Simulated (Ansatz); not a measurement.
Two isomers of CH9GeNSi: A = `C[SiH](N)[GeH3]`, B = `C[SiH2][NH][GeH3]`.

Calculated with Ansatz (gas phase, PBE0-D4/def2-TZVP geometries, no zero-point term in ΔE). CBS: MP2 limit from def2 TZ/QZ plus the TZ coupled-cluster correction, frozen cores. Functionals use def2-TZVPP. For Ge outer-core shells are correlated without core-valence functions, which leaves a few kJ/mol of doubt a bond. Scalar relativity is left out up to krypton. One conformer a species, not always the lowest.

Question: Which is lower in electronic energy at CCSD(T)/CBS, and by how much? (Best estimate.)

Answer: Computed: A, by 0.9 kcal/mol.

Question: Give E(B) − E(A) in kcal/mol with CCSD/def2-TZVPP, MP2/def2-TZVPP, HF/def2-TZVPP, B2PLYP, LDA (SPW92), r2SCAN-D4, PBE-D4. (Best estimate.)

Answer: Ansatz gave: CCSD/def2-TZVPP -0.4, MP2/def2-TZVPP -1.0, HF/def2-TZVPP -3.5, B2PLYP 0.4, LDA (SPW92) 5.1, r2SCAN-D4 3.0, PBE-D4 5.0. The order is the other way round with CCSD/def2-TZVPP, MP2/def2-TZVPP, HF/def2-TZVPP.

Question: Does the order hold for the free energy at 298.15 K (harmonic terms from PBE0-D4)? (Best estimate.)

Answer: Computed: No: G(B) − G(A) = -0.6 kcal/mol, for one conformer each. Modes under 60 cm⁻¹, often nearly free rotors, make the harmonic entropy too high.

Largest T1 diagnostic: 0.011.

From PBE to PBE0 (25 % exact exchange), in def2-TZVPP and without D4, E(B) − E(A) moves by −1.3 kcal/mol. In def2-TZVPP, CCSD(T) changes the Hartree–Fock value by +3.4 kcal/mol (the triples alone add +0.3 kcal/mol) and MP2 by +2.5 kcal/mol.
